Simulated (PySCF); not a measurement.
C₂H₈Si₂ (SMILES C1[SiH2]C[SiH2]1), singlet, geometry from GFN2-xTB. Base run: MP2/6-31G** (PySCF).

Input for PySCF:
```python
from pyscf import gto, scf, mp

mol = gto.Mole()
mol.atom = '''
    C     0.25209438    0.38514971    1.24640713
    Si    1.34551195   -0.26633688   -0.18984983
    C    -0.25362570   -0.39526463   -1.24292497
    Si   -1.34479007    0.27110514    0.18820832
    H     0.49999714    1.38792267    1.58498194
    H     0.25076462   -0.24475418    2.13240670
    H     2.32827527    0.69774529   -0.69174618
    H     2.00712496   -1.54626746    0.07700294
    H    -0.25648887    0.22053274   -2.13870826
    H    -0.50035246   -1.40385890   -1.56485572
    H    -1.98651303    1.55971117   -0.08540501
    H    -2.34372596   -0.67709734    0.68841186
'''
mol.basis = '6-31g**'
mol.verbose = 5
mol.build()

mf = scf.RHF(mol)
mf.kernel()

pt = mp.MP2(mf)
pt.kernel()
print('E(MP2) = %.10f' % pt.e_tot)
mf.analyze()
```

The base run was repeated with changes; each row names its change, and settings that it needs were set with it.

```csv
change,ΔE vs base (mEh),MP2 correlation (Eh),basis functions,core-seconds (rough)
base,0.000,-0.48974,104,4
frozen = 13,71.935,-0.41781,104,4
frozen = 12,21.877,-0.46787,104,4
cart = on,-17.764,-0.50578,108,4
method = ccsd(t),-71.692,-0.48974,104,100
method = ccsd,?,-0.48974,104,60
frozen = 11,?,?,104,4
method = cisd,22.926,-,104,30
density fitting = JK and correlation,0.340,-0.48945,104,1
```

Task: Fill in the missing entries.

Result: 
- method = ccsd, ΔE vs base (mEh): -55.437
- frozen = 11, ΔE vs base (mEh): 20.614
- frozen = 11, MP2 correlation (Eh): -0.46913
